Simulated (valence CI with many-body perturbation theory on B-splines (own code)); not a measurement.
# E1 line list for Pt⁶⁺

Calculated by valence CI with perturbative core correlation (CI+MBPT): four valence electrons over a frozen Dirac-Fock core [Xe] 4f14, radial functions for each j: 7 s, 7 p, 8 d, 6 f, 4 g, 1 h, with the one-electron correlation potential Σ1, the two-electron term Σ2, the three-electron term Σ3, Breit, model QED; selected CI, second order for the rest, scaled by the run's own slope (own B-spline code, finite nucleus).

No measured levels were compared; by estimate terms of the open shell hold to 2 to 4 % of their energy, and close levels can change places; different configurations can be misplaced against each other by 1,000 to 8,000 cm⁻¹. The list stops below the first excitations out of the core.

Lines 151 to 200 of 600 in falling wavelength, among levels below 38.741 eV, chosen from the strongest by gf and those to the six lowest levels. Wavelengths and rates use the calculated energies, so an error of 2000 cm⁻¹ moves a line at 93.37 nm by 1.9 % and its rate by three times that or more. Electric multipoles are in the length gauge, E1 and E2 with the static RPA response of the core. Weak lines are less certain than strong ones. Lines between different terms over intervals too small for the method are left out, as are lines whose strength nearly cancels. Where a level lies close to another of its J and parity, the split of strength between their lines is uncertain. The highest levels of a list are the least certain.

Levels are named by their leading jj configuration (3d3/2^4 stands for four electrons in 3d with j = 3/2), which in mixed levels can hold well under half, so a name can repeat and another be missing. Letters in brackets count levels of one name in rising energy.

| λ vac (nm) | Upper | Lower | A (s⁻¹) | log gf | Branch % |
| --- | --- | --- | --- | --- | --- |
| 93.37 | (5d3/2^2 5d5/2 6p3/2) J=4 [c] | (5d3/2 5d5/2^2 6s) J=3 [a] | 1.10e+08 | -0.89 | 1.1 |
| 93.30 | (5d3/2 5d5/2^2 6p3/2) J=5 [b] | (5d3/2 5d5/2^2 6s) J=6 | 1.10e+08 | -0.80 | 0.6 |
| 93.14 | (5d3/2 5d5/2^2 6p3/2) J=1 [a] | (5d3/2 5d5/2^2 6s) J=1 [b] | 6.63e+08 | -0.59 | 5.8 |
| 92.98 | (5d3/2 5d5/2^2 6p3/2) J=4 [a] | (5d3/2 5d5/2^2 6s) J=4 [b] | 2.13e+08 | -0.61 | 1.9 |
| 92.95 | (5d3/2^2 5d5/2 6p3/2) J=3 [a] | (5d3/2^2 5d5/2 6s) J=2 [b] | 3.30e+08 | -0.52 | 2.5 |
| 92.78 | (5d3/2 5d5/2^2 6p3/2) J=4 [d] | (5d3/2 5d5/2^2 6s) J=4 [c] | 2.29e+08 | -0.58 | 1.4 |
| 92.76 | (5d3/2^2 5d5/2 6p3/2) J=2 [b] | (5d3/2^2 5d5/2 6s) J=3 [b] | 9.45e+08 | -0.21 | 8.8 |
| 92.39 | (5d3/2^2 5d5/2 6p3/2) J=3 [b] | (5d3/2^2 5d5/2 6s) J=3 [b] | 3.33e+08 | -0.53 | 3.2 |
| 92.23 | (5d3/2^2 5d5/2 6p3/2) J=2 [f] | (5d3/2 5d5/2^2 6s) J=2 [b] | 7.55e+08 | -0.32 | 8.0 |
| 92.14 | (5d3/2 5d5/2^2 6p1/2) J=4 [a] | (5d3/2^2 5d5/2 6s) J=3 [a] | 2.20e+08 | -0.60 | 5.0 |
| 91.95 | (5d3/2 5d5/2^2 6p3/2) J=6 [b] | (5d3/2 5d5/2^2 6s) J=5 [b] | 1.49e+09 | 0.39 | 15.3 |
| 91.91 | (5d3/2 5d5/2^2 6p3/2) J=0 | (5d3/2 5d5/2^2 6s) J=1 [b] | 1.67e+09 | -0.68 | 10.8 |
| 91.78 | (5d3/2 5d5/2^2 6p3/2) J=1 [b] | (5d3/2 5d5/2^2 6s) J=0 | 6.97e+08 | -0.58 | 5.3 |
| 91.66 | (5d3/2 5d5/2^2 6p3/2) J=5 [a] | (5d3/2 5d5/2^2 6s) J=4 [b] | 1.71e+08 | -0.62 | 2.0 |
| 91.64 | (5d3/2 5d5/2^2 6p1/2) J=1 [a] | (5d3/2^2 5d5/2 6s) J=2 [a] | 4.23e+08 | -0.80 | 3.4 |
| 91.57 | (5d3/2 5d5/2^2 6p3/2) J=4 [d] | (5d3/2 5d5/2^2 6s) J=3 [d] | 1.67e+08 | -0.72 | 1.0 |
| 91.27 | (5d3/2^2 5d5/2 6p3/2) J=2 [a] | (5d3/2^2 5d5/2 6s) J=2 [b] | 7.39e+08 | -0.34 | 4.7 |
| 91.12 | (5d3/2 5d5/2^2 6p3/2) J=3 [e] | (5d3/2^2 5d5/2 6s) J=2 [c] | 8.61e+08 | -0.12 | 5.1 |
| 90.99 | (5d3/2^2 5d5/2 6p3/2) J=3 [d] | (5d3/2^2 5d5/2 6s) J=4 [b] | 5.36e+08 | -0.33 | 3.0 |
| 90.98 | (5d3/2^2 5d5/2 6p3/2) J=3 [c] | (5d3/2^2 5d5/2 6s) J=3 [b] | 1.68e+08 | -0.83 | 1.8 |
| 90.85 | (5d3/2 5d5/2^2 6p3/2) J=3 [e] | (5d3/2 5d5/2^2 6s) J=3 [d] | 5.88e+08 | -0.29 | 3.4 |
| 90.76 | (5d3/2 5d5/2^2 6p3/2) J=2 [b] | (5d3/2 5d5/2^2 6s) J=1 [b] | 3.43e+08 | -0.67 | 3.4 |
| 90.72 | (5d3/2^2 5d5/2 6p3/2) J=1 [b] | (5d3/2^2 5d5/2 6s) J=1 [b] | 5.22e+08 | -0.71 | 3.4 |
| 90.62 | (5d3/2 5d5/2^2 6p3/2) J=4 [e] | (5d3/2 5d5/2^2 6s) J=4 [c] | 4.99e+08 | -0.26 | 5.8 |
| 90.55 | (5d3/2 5d5/2^2 6p3/2) J=4 [e] | (5d5/2^3 6s) J=5 | 2.54e+08 | -0.55 | 3.0 |
| 90.55 | (5d3/2 5d5/2^2 6p1/2) J=6 | (5d3/2^2 5d5/2 6s) J=5 | 3.81e+08 | -0.22 | 6.9 |
| 90.50 | (5d3/2 5d5/2^2 6p3/2) J=1 [b] | (5d3/2 5d5/2^2 6s) J=1 [b] | 5.74e+08 | -0.67 | 4.4 |
| 90.40 | (5d3/2 5d5/2^2 6p1/2) J=3 [a] | (5d3/2^2 5d5/2 6s) J=3 [a] | 1.83e+08 | -0.80 | 1.9 |
| 90.37 | (5d5/2^3 6p1/2) J=2 [b] | (5d3/2^2 5d5/2 6s) J=2 [c] | 4.92e+08 | -0.52 | 3.6 |
| 90.32 | (5d3/2^2 5d5/2 6p3/2) J=1 [a] | (5d3/2^2 5d5/2 6s) J=2 [a] | 8.97e+08 | -0.48 | 13.7 |
| 90.31 | (5d3/2^2 5d5/2 6p3/2) J=2 [d] | (5d3/2^2 5d5/2 6s) J=1 [b] | 4.03e+08 | -0.61 | 3.4 |
| 90.21 | (5d3/2 5d5/2^2 6p3/2) J=5 [b] | (5d3/2 5d5/2^2 6s) J=4 [b] | 6.48e+08 | -0.06 | 3.8 |
| 90.05 | (5d3/2^2 5d5/2 6p3/2) J=4 [c] | (5d3/2^2 5d5/2 6s) J=4 [b] | 1.28e+09 | 0.15 | 12.6 |
| 89.69 | (5d3/2^2 5d5/2 6p3/2) J=4 [b] | (5d3/2^2 5d5/2 6s) J=3 [b] | 9.24e+08 | 0.00 | 5.9 |
| 89.66 | (5d3/2 5d5/2^2 6p3/2) J=1 [b] | (5d3/2 5d5/2^2 6s) J=2 [b] | 3.67e+08 | -0.88 | 2.8 |
| 89.57 | (5d3/2 5d5/2^2 6p3/2) J=4 [a] | (5d3/2 5d5/2^2 6s) J=3 [b] | 6.51e+08 | -0.15 | 5.7 |
| 89.50 | (5d3/2^2 5d5/2 6p3/2) J=4 [a] | (5d3/2^2 5d5/2 6s) J=4 [a] | 2.99e+08 | -0.49 | 2.7 |
| 89.43 | (5d3/2 5d5/2^2 6p3/2) J=1 [a] | (5d3/2 5d5/2^2 6s) J=1 [a] | 8.43e+08 | -0.52 | 7.4 |
| 89.34 | (5d3/2 5d5/2^2 6p3/2) J=3 [b] | (5d3/2 5d5/2^2 6s) J=4 [b] | 3.26e+08 | -0.56 | 2.5 |
| 89.30 | (5d3/2^2 5d5/2 6p3/2) J=3 [b] | (5d3/2^2 5d5/2 6s) J=2 [b] | 8.72e+08 | -0.14 | 8.4 |
| 89.28 | (5d3/2 5d5/2^2 6p3/2) J=3 [a] | (5d3/2 5d5/2^2 6s) J=2 [a] | 8.20e+08 | -0.16 | 4.7 |
| 89.27 | (5d3/2^2 5d5/2 6p3/2) J=3 [d] | (5d3/2^2 5d5/2 6s) J=3 [b] | 2.98e+08 | -0.60 | 1.7 |
| 88.95 | (5d3/2 5d5/2^2 6p1/2) J=3 [d] | (5d3/2 5d5/2^2 6s) J=3 [a] | 1.77e+08 | -0.83 | 1.0 |
| 88.93 | (5d3/2 5d5/2^2 6p3/2) J=3 [b] | (5d3/2 5d5/2^2 6s) J=2 [a] | 1.62e+08 | -0.87 | 1.3 |
| 88.92 | (5d3/2^2 5d5/2 6p3/2) J=3 [a] | (5d3/2^2 5d5/2 6s) J=2 [a] | 7.65e+08 | -0.20 | 5.8 |
| 88.76 | (5d3/2 5d5/2^2 6p1/2) J=4 [c] | (5d3/2^2 5d5/2 6s) J=4 [b] | 1.74e+08 | -0.73 | 1.2 |
| 88.74 | (5d3/2 5d5/2^2 6p3/2) J=3 [d] | (5d3/2 5d5/2^2 6s) J=2 [b] | 9.01e+08 | -0.13 | 6.0 |
| 88.64 | (5d3/2 5d5/2^2 6p3/2) J=4 [a] | (5d3/2 5d5/2^2 6s) J=4 [a] | 8.79e+08 | -0.03 | 7.7 |
| 88.63 | (5d3/2 5d5/2^2 6p3/2) J=5 [c] | (5d3/2 5d5/2^2 6s) J=5 [b] | 6.93e+08 | -0.05 | 3.7 |
| 88.57 | (5d3/2 5d5/2^2 6p3/2) J=4 [c] | (5d3/2 5d5/2^2 6s) J=4 [b] | 1.34e+09 | 0.15 | 12.7 |
